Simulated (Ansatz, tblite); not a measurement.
Cost and result up the ladder for Zn₃⁻ (3 atoms). Charge -1, multiplicity 2. Geometry: PBE0/def2-TZVPD.

```csv
atom,x (Å),y (Å),z (Å)
Zn1,-0.3292,0.7831,-1.3080
Zn2,0.4894,-1.4787,-0.0787
Zn3,-0.1602,0.6957,1.3866
```

Ansatz on 4 threads of Arm Neoverse V1 on a shared host; xTB runs through tblite on one thread. Times are rough, summed over both states, and most runs start from the orbitals of an earlier one. PBE0/def2-TZVPD serves as the yardstick here, not as an exact answer. The other state is a singlet.

The xTB rows come from tblite. The structure comes from a short search, and lower isomers may exist.

Raw xTB energies of ions are shifted by several eV, and xTB has no spin-polarisation term.

```csv
level,functions,vertical IE (eV),difference from PBE0/def2-TZVPD (eV),remarks
r2SCAN/def2-TZVPD,153,0.82,0.13,HOMO above zero (-1 doublet)
GFN1-xTB,12,5.67,4.99,–
PBE0/def2-TZVPD,153,0.68,0.00,HOMO above zero (-1 doublet)
GFN2-xTB,12,-1.89,-2.57,–
PBE/def2-TZVPD (with forces),153,0.69,0.01,HOMO above zero (-1 doublet)
```

(1) Estimate how long each takes.

Answers

(1) GFN1-xTB 0.002 s; GFN2-xTB 0.003 s; PBE/def2-TZVPD (with forces) 5.4 s; r2SCAN/def2-TZVPD 12 s; PBE0/def2-TZVPD 13 s. On shared hardware such times vary by a factor of up to 3.
